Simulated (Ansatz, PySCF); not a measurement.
Molecule: C$_{3}$H$_{5}$O (charge -1, singlet). It need not be the lowest isomer of its formula. Whether it binds its extra electron was not tested at this geometry. 
Geometry from a B3LYP-D3(BJ)/def2-TZVP (Ansatz, a quantum-chemistry and plane-wave program) optimisation:
```
C
C 1 1.3396
H 2 1.0931 1 122.23
H 2 1.1090 3 113.01 1 -179.95
C 1 1.4956 2 117.90 3 179.30
H 5 1.1027 1 110.45 2 -76.98
H 5 1.1055 6 107.35 1 -124.83
O 5 1.4542 6 107.72 7 -114.50
H 8 0.9738 5 98.94 6 -114.65
```
Charge -1, spin multiplicity 1.

Total electronic energies in hartree. Valence correlation only, unless marked. No spin-orbit coupling. Non-relativistic. CBS marks a two-point X^-3 extrapolation of the correlation energy; Hartree-Fock from the larger set. [CCSD(T)-MP2]/basis is that difference in the basis named.

```csv
level,program,energy (Eh)
HF/6-31G*,Ansatz,-191.24003
BLYP-D3(BJ)/def2-TZVPD,Ansatz + dftd3,-192.50193
B3LYP-D3(BJ)/def2-TZVPD,Ansatz + dftd3,-192.57310
PBE0/6-31G*,Ansatz,___
PBE0/def2-SVP,Ansatz,-192.08850
PBE0-D3(BJ)/def2-TZVPD,Ansatz + dftd3,___
BHLYP-D3(BJ)/def2-TZVPD,Ansatz + dftd3,___
TPSSh-D4/def2-TZVPD,PySCF + dftd4,-192.56822
TPSSh/def2-TZVPD,PySCF,-192.56120
CAM-B3LYP/def2-TZVPD,Ansatz,-192.46386
LC-wPBE/def2-TZVPD,Ansatz,-192.42509
CCSD/cc-pVDZ,Ansatz,-191.91237
CCSD/aug-cc-pVTZ,Ansatz,-192.14064
CCSD(T)/cc-pVQZ,Ansatz,-192.21515
"RI-MP2/CBS(aug-cc-pVTZ,aug-cc-pVQZ)+[CCSD(T)-MP2]/aug-cc-pVTZ",Ansatz,-192.2651
```

Task: What belongs in the gaps?

Result: 
- PBE0/6-31G*, energy (Eh): -192.21332
- PBE0-D3(BJ)/def2-TZVPD, energy (Eh): -192.33041
- BHLYP-D3(BJ)/def2-TZVPD, energy (Eh): -192.44074
